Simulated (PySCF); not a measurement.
In(OH)2 (H2InO2), SMILES [OH][In][OH], multiplicity 2.

Coordinates come from a B3LYP-D3(BJ)/def2-TZVP optimisation. The def2 effective core potentials stand for the cores of In; spin–orbit coupling is left out. The values are those of a single conformer.

Two levels are set side by side: PBE/def2-TZVPD (PySCF) and CAM-B3LYP/def2-TZVPD (PySCF). Same geometry, gas phase. Differences are taken from unrounded values.

```tsv
quantity	CAM-B3LYP	PBE	PBE minus CAM-B3LYP
α-spin orbital gap (eV)	7.45	3.64	-3.81
β-spin orbital gap (eV)	6.73	1.97	-4.75
dipole moment (D)	2.59	2.22	-0.37
mean polarisability (bohr³)	52.6	57.1	4.5
```

PBE's more diffuse valence density responds more strongly to a field. Differences between two approximate levels are no errors against the true value.

Rough cost on one machine, each run with all the roots and properties that it gave: CAM-B3LYP against PBE within a factor of 2.
